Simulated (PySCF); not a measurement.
**[Zn(F)2] (charge 0, multiplicity 1)**

All values below come from TPSSh-D3(BJ)/def2-TZVP // TPSS-D3(BJ)/def2-SVP (PySCF 2.14.0).

- HOMO: -9.43 eV
- dipole moment: 0.00 D
- HOMO–LUMO gap: 7.05 eV
- LUMO: -2.38 eV
- charge on the central atom (Mulliken): 0.93 e
- charge on the central atom (meta-Löwdin): 1.42 e
- total energy: -1979.2114 Ha
- cost: about 40 core-seconds (a rough figure)

Bonds (Å): Zn1–F2 1.736, Zn1–F3 1.736. Bond angles (°): F2–Zn1–F3 180.0.
